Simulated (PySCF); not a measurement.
From computed data to an observable: oscillator strength and radiative lifetime

GeH7NSi2, SMILES [NH]1[SiH2][SiH2][GeH2]1.

Coordinates come from a ωB97X-D3(BJ)/def2-SVP optimisation. The structure was generated by enumeration, and PubChem lists no compound with its InChIKey, so it may never have been made.

TDA-B3LYP/def2-SVPD run with PySCF puts the first singlet state with f over 0.02 at 5.57 eV (vertical), with the transition dipole (0.117, -0.969, 0.000) in atomic units.

Question: Find the oscillator strength, the wavelength and the radiative lifetime that this transition would have in vacuum if emission retraced absorption.

Answer: 
|μ|² = 0.9526 au, so |μ| = 2.48 D. ΔE = 5.57/27.211 = 0.2047 hartree. f = (2/3) ΔE |μ|² = 0.130 (the program prints 0.130).
λ = 1239.84/5.57 = 223 nm; ν = 44925 cm⁻¹.
Einstein's coefficient A = 0.6670 ν² f s⁻¹ (ν in cm⁻¹) = 1.8e8 s⁻¹, so τ = 1/A = 5.7 ns. This state is S2; the lower singlet has f = 0.002. The figure is the radiative limit of this one transition; relaxation, internal conversion, crossing to triplets and a medium change what is measured.
